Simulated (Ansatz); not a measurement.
```yaml
crystal:
  periodic: [false, false, false]
  atoms:
    - {symbol: Co, position_ang: [0.544616, -0.480533, -1.939887]}
    - {symbol: Co, position_ang: [-0.997049, 0.177447, 1.365007]}
    - {symbol: Co, position_ang: [1.053477, 0.788274, 1.599662]}
    - {symbol: Co, position_ang: [0.639846, -1.008904, 0.269445]}
    - {symbol: Co, position_ang: [0.077902, 1.146963, -0.422072]}
    - {symbol: Co, position_ang: [-1.318793, -0.623257, -0.872155]}
basis:
  gaussian: {orbitals: def2-SVP, initial_orbitals: start.molden}
total_charge: 1
magnetization: {spin_polarized: true, initial_magnetization: 11}
hamiltonian: {xc: {name: wB97M-V}}
scf: {omitted_lower_state_checks: [starts]}
output: {orbitals: {seedname: orbitals}}
```

The file start.molden holds the orbitals of an earlier run on this structure, at another level or in another basis.

```sh
$ ansatz run in.yaml --threads 4 --pin off --events-out ev --progress --plain --max-ram 4787MiB
```

**Question.** Does this run fit into the memory that it is given?

**Answer.** No. It has 186 basis functions, and Ansatz plans for 4.72 GiB where 4.67 GiB are given.
